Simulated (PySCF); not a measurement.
**VH: from constants to spectrum**

UHF-CCSD(T) constants of VH, ⁵Δ (quintet), unpaired electrons σ ↑, π ↑↑, δ ↑ (V x2c-TZVPPall, H x2c-TZVPPall; spin-free X2C with a Gaussian nucleus (PySCF 2.14); masses 50.9440 and 1.0078 u):

| Item | Value |
| --- | --- |
| ωe | 1669.2 cm⁻¹ |
| ωexe | 26.2 cm⁻¹ |
| Be | 6.0353 cm⁻¹ |
| αe | 0.158 cm⁻¹ |
| D (centrifugal) | 0.000316 cm⁻¹ |
| De to V (3d3 4s2) + H | 2.40 eV |

Problem. Give the vibrational terms G(v) and spacings up to v = 6.

Solution. G(v) = ωe(v+½) − ωexe(v+½)².

```tsv
v	G(v) (cm⁻¹)	G(v) − G(v−1)	Bv (cm⁻¹)
0	828		5.956
1	2445	1617	5.798
2	4009	1564	5.640
3	5521	1512	5.482
4	6981	1460	5.324
5	8388	1407	5.166
6	9743	1355	5.008
```

Problem. How well does the Morse estimate ωe²/(4ωexe) reproduce De, and what is D0?

Solution. It gives 3.30 eV, 137 % of the computed De. D0 = De − G(0) = 2.40 − 0.10 = 2.30 eV.

Correlated steps freeze 5 core orbitals. The CCSD T1 diagnostic is raised, a sign that a single reference may not be enough here. With d or f electrons several states lie close, and the lowest PBE0 determinant need not be the measured ground state.
